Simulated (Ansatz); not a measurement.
Compare A (`C=CN[SiH2]C`) with its isomer B (`CC(C)=N[SiH3]`).

Isolated molecules relaxed with PBE0-D4/def2-TZVP in Ansatz; ΔE leaves out vibrations. CBS: MP2 limit from def2 TZ/QZ plus the TZ coupled-cluster correction, frozen cores. Functionals use def2-TZVPP. B3LYP here is the variant with VWN-RPA as its local correlation; programs differ in this. Each species was taken in one conformer, which may not be the lowest.

A:

```xyz
14

C     0.0893   -0.6533   -2.8114
C    -0.1727    0.0677   -1.7215
N     0.0254   -0.3163   -0.4099
Si   -0.5601    0.5194    0.9907
C     0.5590    0.1487    2.4323
H    -0.0832   -0.2363   -3.7931
H     0.4836   -1.6622   -2.7526
H    -0.5705    1.0744   -1.8258
H     0.3969   -1.2494   -0.3065
H    -1.9559    0.1331    1.3522
H    -0.5722    1.9632    0.6338
H     1.5792    0.4845    2.2361
H     0.5844   -0.9240    2.6424
H     0.1969    0.6504    3.3332
```

B:

```xyz
14

C     0.180   -1.667    1.176
C     0.048   -0.447    0.318
C    -1.048   -0.485   -0.720
N     0.831    0.535    0.485
Si    0.833    2.020   -0.409
H    -0.758   -1.856    1.709
H     0.364   -2.548    0.553
H     0.991   -1.545    1.891
H    -1.608   -1.420   -0.708
H    -0.619   -0.348   -1.717
H    -1.745    0.341   -0.554
H    -0.482    2.723   -0.326
H     1.136    1.787   -1.852
H     1.877    2.909    0.155
```

(1) Which is lower in electronic energy at CCSD(T)/CBS, and by how much? (An estimate is asked.)

(2) Give E(B) − E(A) in kcal/mol with ωB97M-V, B3LYP-D4, CCSD/def2-TZVPP, MP2/def2-TZVPP, B3LYP, r2SCAN-D4, CCSD(T)/def2-TZVPP. (Estimate.)

Largest T1 diagnostic: 0.012.

Results:

(1) The calculation gave: A, by 8.4 kcal/mol.

(2) Ansatz gave: ωB97M-V 8.4, B3LYP-D4 8.3, CCSD/def2-TZVPP 7.9, MP2/def2-TZVPP 8.0, B3LYP 9.0, r2SCAN-D4 8.5, CCSD(T)/def2-TZVPP 7.5. None reverses the order clearly.

The D4 term adds −0.8 kcal/mol with B3LYP and −0.4 kcal/mol with PBE0; it sums over pairs of atoms, weighted by their polarisabilities, and B3LYP, whose exchange is more repulsive, gets the larger term.
